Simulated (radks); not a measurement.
Valence configurations of Lu (all share [Xe]). All-electron calculation, Dirac Kohn-Sham, PBE, spin-unpolarised, spherical densities, finite nucleus; open shells fill j = l - 1/2 first; Fermi nuclear charge, rms radius 5.37 fm. Program: a radial shooting solver on a logarithmic mesh with Libxc functionals. Order these by energy: 4f14 5d1 6p2; 4f13.5 5d1.5 6s2; 4f14 5d2 6s1; 4f12 5d2 6s1 6p2; 4f14 6s2 6p1; 4f13 5d1 6s1 6p2; 4f14 5d1 6s2; 4f12 5d1 6s2 6p2; 4f14 6s1 6p2; 4f13.5 5d1 6s2 6p0.5.

Answer. From the lowest, in eV above it: 4f14 5d1 6s2 0.000; 4f14 6s2 6p1 0.828; 4f14 5d2 6s1 2.862; 4f13.5 5d1.5 6s2 4.161; 4f14 6s1 6p2 4.373; 4f13.5 5d1 6s2 6p0.5 4.702; 4f14 5d1 6p2 6.404; 4f13 5d1 6s1 6p2 15.575; 4f12 5d2 6s1 6p2 32.929; 4f12 5d1 6s2 6p2 33.568. NIST lists [Xe] 4f14 5d1 6s2 as the ground configuration; this level of theory agrees among the configurations tried. The energies are those of spherical spin-averaged densities, not of single terms.
